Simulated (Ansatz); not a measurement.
One geometry of `[OH][Ta]([OH])([F])([F])[F]`, several functionals.

```yaml
crystal:
  periodic: [false, false, false]
  atoms:
    - {symbol: O, position_ang: [-1.021377, -1.072473, -0.826438]}
    - {symbol: Ta, position_ang: [-0.132015, 0.439569, -0.143951]}
    - {symbol: O, position_ang: [1.075298, -0.552049, 0.907010]}
    - {symbol: F, position_ang: [-1.246221, 1.597898, -1.127072]}
    - {symbol: F, position_ang: [1.293034, 1.109008, -1.155742]}
    - {symbol: F, position_ang: [-0.850436, 1.213426, 1.401026]}
    - {symbol: H, position_ang: [-0.803817, -1.981026, -0.606956]}
    - {symbol: H, position_ang: [1.777634, -0.811452, 1.496325]}
basis:
  gaussian: {orbitals: def2-TZVPP}
hamiltonian: {xc: {name: PBE-QIDH}}
```

```sh
$ ansatz run in.yaml --threads 4 --pin off --events-out ev --progress --plain
```

It prints (some lines left out):

```
Functional definition: PBE-QIDH
1548 factors; integrals over basis functions are off by at most 8.2e-4 eV
mean field evaluation 1: about -13799.9158 eV, gradient 8.3e1 eV
mean field evaluation 2: about -13800.0500 eV, gradient 8.3e1 eV
mean field evaluation 4: about -13810.4845 eV, gradient 6.3e0 eV
mean field evaluation 8: about -13810.6030 eV, gradient 4.5e-1 eV
mean field evaluation 16: about -13810.6035 eV, gradient 4.1e-4 eV
mean field -13810.60348173 eV, -507.5303167903 hartree, gradient 9.2e-6 eV, S^2 0.000000; 0 other end points of the search recorded, 0 dependent functions left out
5 core orbitals not correlated: weight in the atoms' cores, before any rotation towards them, 1.000 or more for the frozen orbitals, at most 0.000 for the correlated occupied ones
reference -13810.60349606 eV, -507.5303173170 hartree; 24, 24 occupied and 210, 210 virtual orbitals, 1548 factors
second order -49.99629415 eV of doubles, -0.00000000 eV of singles
Total energy: -13827.26892745 eV, -508.1427606241 hartree
```

Run time 4.3 s (4 threads of a server CPU on a shared host); peak host memory 0.63 GiB.

The same input with `hamiltonian: {xc: lda}` (abridged; 1.1 s):

```
Functional definition: SPW92
mean field evaluation 16: about -13760.3056 eV, gradient 5.7e-4 eV
mean field -13760.30558438 eV, -505.6819031560 hartree, gradient 6.8e-5 eV, S^2 0.000000
Total energy: -13760.30563022 eV, -505.6819048406 hartree
```

With the line `hamiltonian: {xc: pbe0, dispersion: d4}` (abridged; 2.1 s):

```
Functional definition: PBE0
mean field evaluation 16: about -13831.1616 eV, gradient 2.9e-5 eV
mean field -13831.16161183 eV, -508.2858141366 hartree, gradient 2.9e-5 eV, S^2 0.000000
Total energy: -13831.27713119 eV, -508.2900593947 hartree
```

With the line `hamiltonian: {xc: {name: BHLYP}, dispersion: d4}` (abridged; 2.2 s):

```
Functional definition: BHLYP
mean field evaluation 16: about -13835.2573 eV, gradient 2.5e-4 eV
mean field -13835.25731912 eV, -508.4363286035 hartree, gradient 2.5e-5 eV, S^2 0.000000
Total energy: -13835.43160646 eV, -508.4427335450 hartree
```

Changing it to `hamiltonian: {xc: {name: LC-wPBE}, dispersion: d4}` (abridged; 2.1 s):

```
WARN the engine holds no damping parameters fitted to this dispersion correction and functional, so the run takes those fitted to pbe0 (hamiltonian.dispersion, under Limitations)
Functional definition: LC-wPBE
mean field evaluation 16: about -13837.5462 eV, gradient 8.5e-5 eV
mean field -13837.54622792 eV, -508.5204444504 hartree, gradient 5.6e-5 eV, S^2 0.000000
Total energy: -13837.66171137 eV, -508.5246883890 hartree
```

Changing it to `hamiltonian: {xc: {name: r2SCAN0}, dispersion: d4}` (abridged; 3 s):

```
Functional definition: r2SCAN0
mean field evaluation 16: about -13836.0137 eV, gradient 2.1e-4 eV
mean field -13836.01371575 eV, -508.4641256670 hartree, gradient 4.9e-5 eV, S^2 0.000000
Total energy: -13836.05321460 eV, -508.4655772227 hartree
```

LC-ωPBE has ω = 0.4 bohr⁻¹; the program lends it PBE0's D4 damping.
